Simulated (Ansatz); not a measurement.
I4Ti (`[I][Ti]([I])([I])[I]`). The species carries charge 0 and has multiplicity 1. I: def2 effective core potential. The structure was optimised at the PBE0-D4/def2-TZVP level.

```xyz
5

I    -1.730   -0.319    1.814
Ti    0.000    0.000    0.000
I    -0.666   -1.329   -2.042
I     0.149    2.449   -0.601
I     2.248   -0.801    0.830
```

Question: What is the dipole moment at B3LYP/def2-TZVPP? (Estimate.)

Answer: The calculation gave: 0.00 D, zero by symmetry or nearly so.

Question: Give the Mulliken charges with B3LYP, r2SCAN, PBE in def2-TZVPP. (An estimate is asked.)

Answer: Ansatz gave: 
```
atom  B3LYP  r2SCAN    PBE
  I1  -0.02   -0.02   0.01
 Ti2   0.07    0.09  -0.03
  I3  -0.02   -0.02   0.01
  I4  -0.02   -0.02   0.01
  I5  -0.02   -0.02   0.01
```

B3LYP here is the variant with VWN-RPA as its local correlation; programs differ in this.
